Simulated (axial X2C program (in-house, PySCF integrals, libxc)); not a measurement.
# Photoelectron levels of SeCl⁻ by EOM-IP-CCSD

Computed with an axial X2C code built on PySCF integrals: two-component X2C with atomic mean-field Coulomb and Gaunt terms, Gaussian nuclei, basis Se dyall-acv3z, Cl dyall-av3z with contracted cores.

R = 2.258 Å (near the PBE0 minimum at charge -1 of the determinant lowest at the starting distance; the state shown can have its own minimum elsewhere).

Hartree–Fock spinors of SeCl⁻ (one of each Kramers pair; a window near the gap, which can cut inner shells):

| ω | occupied | ε (eV) | character |
| --- | --- | --- | --- |
| 1/2 | yes | -16.94 | 70% Se s, 15% Cl p, 8% Cl s |
| 1/2 | yes | -7.60 | 61% Cl p, 27% Se p, 7% Se s |
| 1/2 | yes | -7.46 | 84% Cl p, 11% Se p, 3% Se d |
| 3/2 | yes | -7.36 | 84% Cl p, 10% Se p, 3% Se d |
| 1/2 | yes | -3.19 | 81% Se p, 9% Cl p, 6% Cl d |
| 3/2 | yes | -2.92 | 82% Se p, 8% Cl p, 6% Cl d |
| 1/2 | no | 4.60 | 69% Se p, 22% Cl p, 3% Se d |
| 1/2 | no | 5.47 | 58% Se s, 21% Cl p, 16% Se p |
| 1/2 | no | 5.57 | 96% Se p, 3% Cl p |
| 3/2 | no | 5.59 | 96% Se p, 3% Cl p |
| 1/2 | no | 6.78 | 40% Cl p, 26% Se s, 20% Se p |
| 1/2 | no | 6.83 | 93% Cl p, 3% Se p |

Vertical detachment energies of SeCl⁻ to the states of SeCl:

| Ω of SeCl | vertical detachment energy (eV) | above lowest (cm⁻¹) | ionised spinor | one-hole weight |
| --- | --- | --- | --- | --- |
| 3/2 | 2.545 | 0 | 81% Se pπ, 9% Cl pπ | 0.94 |
| 1/2 | 2.768 | 1795 | 81% Se pπ, 9% Cl pπ | 0.94 |
| 3/2 | 6.356 | 30738 | 85% Cl pπ, 10% Se pπ | 0.92 |
| 1/2 | 6.440 | 31419 | 84% Cl pπ, 10% Se pπ | 0.92 |
| 1/2 | 7.078 | 36562 | 61% Cl pσ, 27% Se pσ, 7% Se sσ | 0.92 |

(1) How far does the lowest EOM-IP-CCSD energy lie from the Koopmans value −ε of the highest filled spinor?

(2) Take the first Ω = 1/2 and Ω = 3/2 rows of π character: how far apart are they, and which lies lower?

This point took 7.4 s on 1 thread of Intel(R) Xeon(R) 6975P-C (Granite Rapids), with other jobs on the host.

Reference electrons by ω block (each with its −ω partner): 1/2: 18, 3/2: 7, 5/2: 1. 14 electrons of SeCl⁻ correlated (inner shells frozen), 92 natural virtual spinors (a truncated set); levels can be off by some tenths of an eV. Roots sought by Ω: (1/2: 4, 3/2: 3, 5/2: 1); rows need 60 % one-particle weight and stop where some Ω has no more roots. Missing are any skipped roots, higher Ω and states of a further excitation; these come out far too high here and may in truth be low or lowest. T1 of the reference 0.010 (Lee–Taylor). Number of frozen shells: Se 3 s, 2 p, 1 d; Cl 2 s, 1 p.

Answers

(1) 2.545 eV against 2.92 eV, a shift of -0.38 eV: relaxation of the final state lowers the energy and the loss of correlation raises it.

(2) E(3/2) − E(1/2) = 0 − 1795 = -1795 cm⁻¹ at EOM-IP-CCSD: inverted, Ω = 3/2 lower. Splittings at this level can be off by ten to twenty per cent.
